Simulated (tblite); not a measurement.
Species: C9H8 (charge +1 and doublet state).
Structure used (GFN2-xTB), in Å, numbered top down from 1:
```
atom  x, y, z in Å
C1     4.902   -0.109    0.080
C2     3.868   -0.679    0.738
C3     2.550   -0.390    0.451
C4     1.367   -0.145    0.210
C5     0.096    0.122   -0.054
C6    -1.083    0.375   -0.307
C7    -2.410    0.649   -0.583
C8    -3.455   -0.479   -0.414
C9    -3.438    0.603    0.571
H10    5.920   -0.358    0.329
H11    4.745    0.609   -0.709
H12    4.038   -1.400    1.531
H13   -2.584    1.370   -1.373
H14   -4.214   -0.496   -1.181
H15   -3.075   -1.450   -0.133
H16   -4.186    1.381    0.526
H17   -3.047    0.409    1.559
```

All values are computed: GFN2-xTB (tblite) harmonic vibrations without scaling, gas phase. This tight-binding method is rough: wavenumbers can miss measured ones by several per cent, in bad cases by 10 to 20. One conformer, not necessarily the lowest. Open shells enter through the occupations alone, without spin polarisation, and single modes of such species can be off by tens of per cent.

Harmonic wavenumbers (cm⁻¹): 47.8, 59.4, 86.8, 121.1, 155.3, 204.5, 267.9, 387.9, 389.2, 400.4, 453.1, 474.8, 572.9, 611.6, 727.2, 788.2, 843.8, 858.3, 883.0, 925.1, 964.2, 988.4, 991.6, 1058.0, 1062.3, 1101.2, 1135.8, 1214.4, 1237.0, 1283.2, 1351.7, 1397.2, 1446.6, 1466.2, 1560.8, 2156.1, 2206.5, 3031.6, 3032.2, 3086.2, 3088.9, 3099.4, 3105.1, 3121.3, 3140.5.

A = 10850, B = 459.7, C = 456.4 MHz; mass 116.063 u (most abundant isotopes); point group Cs, symmetry number 1; spin multiplicity 2.

Q: What is the zero-point energy?

A: Half the sum of the wavenumbers: 28292 cm⁻¹ = 338.45 kJ/mol.

Q: What is S at 500 K and 1 bar for an ideal gas of classical rigid rotors and harmonic oscillators?

A: Translation 178.89, rotation 129.19, vibration 205.26, spin (R ln 2) 5.76: S = 519.1 J/(mol K).

Q: And Cp and H(500 K) − H(0)?

A: Cp = 223.83 J/(mol K), of which vibrations give 190.57 (their classical limit is 45 R = 374.2); H(500 K) − H(0) = 67.79 kJ/mol without the zero-point energy, 51.16 from vibrations.

Q: Blend soft modes into free rotors: weight 1/[1 + (100 cm⁻¹/ν̃)⁴] for the oscillator and the rest for a rotor with moment μB/(μ + B), μ = h/(8π²ν), B = 10⁻⁴⁴ kg m². What vibrational entropy results?

A: 186.96 J/(mol K) in place of 205.26, which changes −T·S at 500 K by +9.15 kJ/mol.

Q: How do the functions run with temperature in this model?

A: 
```
T (K)  S (J/(mol K))  Cp (J/(mol K))  H − H(0) (kJ/mol)  G − H(0) (kJ/mol)  ln q(vib)
  100          300.1            79.5               5.65             -24.36       1.99
  200          366.9           117.9              15.52             -57.87       4.72
  300          422.2           157.3              29.28             -97.38       7.34
  800          639.0           285.4             145.03            -366.16      19.42
 1000          705.7           312.0             204.91            -500.78      23.71
```

q(vib) and H(0) count from the zero-point level.

Q: Which modes carry the vibrational entropy at 500 K?

A: 47.8 cm⁻¹: 24.82; 59.4 cm⁻¹: 23.01; 86.8 cm⁻¹: 19.87; 121.1 cm⁻¹: 17.12; 155.3 cm⁻¹: 15.08; 204.5 cm⁻¹: 12.84 J/(mol K); the other 39 give 92.52 together.

Hindered rotation and anharmonicity are outside this model. Other conformers, if any are populated, would add a mixing term that is left out.
